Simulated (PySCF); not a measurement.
Species: C5H6ClNO (charge +1 and doublet state).
Structure used (GFN2-xTB), in Å, numbered top down from 1:
```xyz
14
C5H6ClNO angstrom
O      3.134   -1.208   -0.789
C      3.061   -0.129   -0.302
N      1.819    0.455    0.056
C      0.666   -0.182   -0.137
C     -0.576    0.330    0.187
C     -1.755   -0.390   -0.041
C     -2.999    0.102    0.275
Cl    -4.401   -0.754    0.003
H      3.902    0.536   -0.072
H      1.821    1.384    0.469
H      0.768   -1.168   -0.583
H     -0.646    1.315    0.630
H     -1.679   -1.375   -0.485
H     -3.115    1.084    0.721
```

The hyperfine couplings belong to this conformer and change with its torsions.

The species is `O=CN[CH+][CH]/C=C/Cl` [radical] (charge +1).

Method: UKS B3LYP, pcH-1 on C Cl H N O, non-relativistic, mean-field spin-orbit, GIAO (PySCF). The structure is a single GFN2-xTB conformer in the gas phase; no vibrational or solvent corrections. The geometry wasn't refined by DFT: couplings that depend on bond lengths, twists or pyramidal angles can differ widely from those at the functional's own minimum, by a factor of two or more for some ions and for spin on atoms past the first row. Stability of the SCF solution: not tested.

Principal values of hyperfine tensors in MHz (contact, dipolar and spin–orbit terms together), for some of the nuclei:

```
atom  isotope      A1      A2     A3
  C7      13C   -1.19   -0.08  95.12
 H14       1H  -39.29  -29.10  -9.74
  C6      13C  -19.82  -15.69  -9.93
 H12       1H  -20.14  -17.57  -4.68
 H10       1H  -20.64  -16.42  -1.09
 H11       1H  -17.42  -14.32  -2.54
  C5      13C   -9.18   -6.33  46.57
  C2      13C  -11.22   -6.30  -4.46
```

**Question.** Split each tensor into its isotropic and traceless parts, and turn a_iso into mT with g = 2.0075.

**Answer.** a_iso = (A1 + A2 + A3)/3, Ti = Ai − a_iso; 1 mT corresponds to 28.098 MHz. The tensors hold a spin–orbit part: the run splits a_iso into a_FC + a_SO, and T includes its anisotropic share.

```tsv
atom	a_iso (MHz)	a_FC	a_SO	a_iso (mT)	T1	T2	T3
C7	31.28	30.82	0.47	1.113	-32.47	-31.36	63.83
H14	-26.04	-26.13	0.09	-0.927	-13.24	-3.06	16.30
C6	-15.15	-15.06	-0.09	-0.539	-4.67	-0.55	5.21
H12	-14.13	-14.12	-0.01	-0.503	-6.01	-3.44	9.45
H10	-12.71	-12.72	0.01	-0.453	-7.92	-3.70	11.63
H11	-11.43	-11.43	0.01	-0.407	-5.99	-2.90	8.89
C5	10.36	10.43	-0.08	0.369	-19.53	-16.68	36.22
C2	-7.33	-7.33	0.01	-0.261	-3.89	1.02	2.87
```

**Question.** What spin density at the nucleus of H10 lies behind its contact coupling (g_N = 5.58569)?

**Answer.** a_FC = (2μ0/3) gₑ μB g_N μN ρ(0)/(2S·h) = 800.24 MHz × g_N × ρ(0)/(2S), with ρ in bohr⁻³. With a_FC = -12.72 MHz and 2S = 1, ρ(0) = -0.002846 bohr⁻³. In magnitude that is 0.9 % of the 1/π = 0.318 of a free hydrogen atom.

**Question.** Cl8 (35Cl, g_N = 0.54792) isn't in the table. Its spin density at the nucleus is 0.01484 bohr⁻³. What is its contact coupling?

**Answer.** By the same relation, a_FC = 6.51 MHz. The spin–orbit term adds +0.60 MHz. Its full tensor has the principal values -22.12, -20.78, 64.21 MHz.

**Question.** Name the largest traceless tensor T of the table and describe it.

**Answer.** C7: -32.5, -31.4, 63.8 MHz (the dipolar term alone has -32.5, -31.8, 64.3), axial, in the ratio −1:−1:+2, the form that spin in one p orbital centred on that nucleus gives.

**Question.** In a single crystal, with the field along each principal axis of the tensor of C6 in turn, what first-order splitting does this nucleus give (isotropic g, quadrupole terms neglected)?

**Answer.** 2 lines (I = 1/2), spaced by |A_i|/(g × 13.996): 0.71, 0.56, 0.35 mT along the axes of A1, A2 and A3.

The SMILES draws the unpaired electron on C5; the largest computed Mulliken spin population is on C7 (0.36 against 0.20).
